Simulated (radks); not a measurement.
Results of a calculation; reference values are marked as such.
Isoelectronic series with 19 electrons, all held in the configuration [Ar] 4s1, which need not be the ground one along the series. Level of theory: Dirac Kohn-Sham, LDA (Slater exchange, Perdew-Wang correlation), spin-unpolarised, spherical densities, finite nucleus; Fermi nuclear charge, rms radius of each element as measured or else 0.836 A^(1/3) + 0.57 fm (a radial shooting solver on a logarithmic mesh with Libxc functionals). Total energies (hartree) and orbital eigenvalues (eV):

| ion | E (hartree) | 4s1/2 | 3p3/2 | 3p1/2 | 3s1/2 |
|---|---|---|---|---|---|
| K | -600.56100 | -2.4277 | -18.7467 | -19.0179 | -35.1783 |
| Sc2+ | -761.46355 | -18.2565 | -54.5522 | -55.0962 | -76.2078 |
| V4+ | -942.79837 | -42.4747 | -104.1586 | -105.1257 | -131.2903 |
| Mn6+ | -1144.61037 | -74.2229 | -166.6103 | -168.1951 | -199.4760 |
| Co8+ | -1366.99233 | -113.2525 | -241.6096 | -244.0568 | -280.5075 |
| Cu10+ | -1610.06295 | -159.4647 | -329.0218 | -332.6331 | -374.3049 |
| Ga12+ | -1873.96073 | -212.8228 | -428.7804 | -433.9210 | -480.8664 |
| As14+ | -2158.84187 | -273.3227 | -540.8541 | -547.9594 | -600.2338 |
| Br16+ | -2464.87932 | -340.9800 | -665.2321 | -674.8154 | -732.4776 |
| Rb18+ | -2792.26246 | -415.8241 | -801.9172 | -814.5771 | -877.6902 |
